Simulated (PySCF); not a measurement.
# Computed vibrations of Pb(NH2)4

Pb(NH2)4 (singlet). PySCF 2.14.0, RKS PBE0, Pb def2-SVP with ECP60, N def2-SVP, H def2-SVP; non-relativistic Hamiltonian with scalar-relativistic core potentials where named; density fitting; no spin-orbit coupling. Central differences of gradients.

```xyz
13

Pb    0.0000    0.0000    0.0000
N     1.0583    1.3268    1.3268
H     1.6752    0.7610    1.9136
H     1.6752    1.9136    0.7610
N    -1.0583   -1.3268    1.3268
H    -1.6752   -0.7610    1.9136
H    -1.6752   -1.9136    0.7610
N     1.0583   -1.3268   -1.3268
H     1.6752   -1.9136   -0.7610
H     1.6752   -0.7610   -1.9136
N    -1.0583    1.3268   -1.3268
H    -1.6752    1.9136   -0.7610
H    -1.6752    0.7610   -1.9136
```

Run from Python with OMP_NUM_THREADS=2. Where DIIS fails, smearing, a level shift and second-order steps follow.
It took 74 s on 2 threads of Arm Neoverse V1 (shared host).

Question: What are the harmonic wavenumbers and infrared intensities?

Answer: Modes are labelled in D2d; negative numbers are unstable modes, those under 60 cm⁻¹ near the noise; a finer grid moves soft modes by up to 10 cm⁻¹.
```csv
cm⁻¹,km/mol,symmetry
-60,–,a2
99,0.0,b1
106,22.1,e
106,22.1,e
117,0.0,a1
142,26.1,b2
147,55.4,e
147,55.4,e
197,0.0,b1
490,0.0,a1
511,127.2,e
511,127.2,e
520,24.5,b2
681,134.8,e
681,134.8,e
700,67.1,b2
734,0.0,a1
814,0.0,a2
878,0.0,b1
885,34.3,e
885,34.3,e
1528,30.1,b2
1528,2.1,e
1528,2.1,e
1530,0.0,a1
3506,12.7,e
3506,12.7,e
3507,0.0,a1
3507,10.2,b2
3609,0.0,b1
3609,0.0,a2
3609,14.4,e
3609,14.4,e
```

Question: Is this a minimum?

Answer: Probably not: 1 unstable, though so soft as to be near the noise; the lowest moves the atoms so:
```
Pb   0.00  0.00  0.00
N    0.00  0.01 -0.01
H   -0.27 -0.03  0.23
H    0.27 -0.23  0.03
N    0.00  0.01  0.01
H   -0.27 -0.03 -0.23
H    0.27 -0.23 -0.03
N    0.00 -0.01  0.01
H    0.27  0.23 -0.03
H   -0.27  0.03 -0.23
N    0.00 -0.01 -0.01
H    0.27  0.23  0.03
H   -0.27  0.03  0.23
```
